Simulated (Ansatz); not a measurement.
Reaction (formal exchange of groups at a C–N bond): `C=CN(C)[SiH2]Cl` + `[SiH3]C[SiH2]Cl` → `C[SiH2]C[SiH2]Cl` + `C=CN[SiH2]Cl`

Calculated with Ansatz (gas phase, PBE0-D4/def2-TZVP geometries, no zero-point term in ΔE). CCSD(T)/CBS is the MP2 limit (def2-TZVPP, def2-QZVPP) plus CCSD(T) − MP2 in def2-TZVPP, frozen cores. Functionals use def2-TZVPP. Each species was taken in one conformer, which may not be the lowest.

| level | ΔE (kJ/mol) |
| --- | --- |
| ωB97X-V | -63.4 |
| ωB97M-V | -67.1 |
| MP2/def2-TZVPP | -63.0 |
| SCS-MP2/def2-TZVPP | -61.6 |
| CCSD(T)/def2-TZVPP | -62.4 |
| HF/def2-QZVPP | -68.5 |
| MP2/def2-QZVPP | -64.6 |
| HF/CBS(def2) | -68.5 |

**Question.** What does CCSD(T)/CBS give? (An estimate is asked.)

**Answer.** The calculation gave: -65.3 kJ/mol. The listed levels differ from it by 1.9, -1.8, 2.3, 3.7, 2.9, -3.2, 0.7, -3.2 kJ/mol.

Largest T1 diagnostic among the species: 0.011.

In def2-TZVPP, CCSD(T) changes the Hartree–Fock value by +6.2 kJ/mol (the triples alone add +1.8 kJ/mol) and MP2 by +5.6 kJ/mol. The D4 term adds +5.7 kJ/mol with B3LYP and +3.1 kJ/mol with PBE0; it sums over pairs of atoms, weighted by their polarisabilities, and B3LYP, whose exchange is more repulsive, gets the larger term.

B3LYP here is the variant with VWN-RPA as its local correlation; programs differ in this.
